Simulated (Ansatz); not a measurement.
Start from `[SiH3][SiH]1B[SiH2]1` and change one atom or group to get `C[SiH]1B[SiH2]1`.

Ansatz, PBE0-D4/def2-TZVP geometries, multiplicity 1. 

```json
{"property": "HOMO energy (B3LYP/def2-TZVPP) / eV", "`[SiH3][SiH]1B[SiH2]1`": "-6.51"}
{"property": "LUMO energy (ωB97M-V/def2-TZVPP) / eV", "`[SiH3][SiH]1B[SiH2]1`": "-0.05"}
{"property": "size of the dipole moment (B3LYP/def2-TZVPP) / D", "`[SiH3][SiH]1B[SiH2]1`": "0.81"}
{"property": "HOMO energy (PBE/def2-TZVPP) / eV", "`[SiH3][SiH]1B[SiH2]1`": "-5.92"}
{"property": "HOMO energy (ωB97M-V/def2-TZVPP) / eV", "`[SiH3][SiH]1B[SiH2]1`": "-8.59"}
{"property": "HOMO–LUMO gap (PBE/def2-TZVPP) / eV", "`[SiH3][SiH]1B[SiH2]1`": "3.15"}
```

(1) What does the change do to each property? (An estimate is asked.)

## Answers

(1) The calculation gave: 
```csv
property,`C[SiH]1B[SiH2]1`,shift
HOMO energy (B3LYP/def2-TZVPP) / eV,-6.16,0.35
LUMO energy (ωB97M-V/def2-TZVPP) / eV,0.26,0.31
size of the dipole moment (B3LYP/def2-TZVPP) / D,1.88,1.07
HOMO energy (PBE/def2-TZVPP) / eV,-5.57,0.35
HOMO energy (ωB97M-V/def2-TZVPP) / eV,-8.23,0.36
HOMO–LUMO gap (PBE/def2-TZVPP) / eV,3.31,0.16
```

With PBE0 the HOMO rises by 0.36 eV and the LUMO rises by 0.45 eV, so the gap widens by about 0.09 eV. PBE moves the HOMO by 0.35 eV and ωB97M-V by 0.36 eV. Dipoles are sizes alone; their direction can turn.

B3LYP here is the variant with VWN-RPA as its local correlation; programs differ in this.
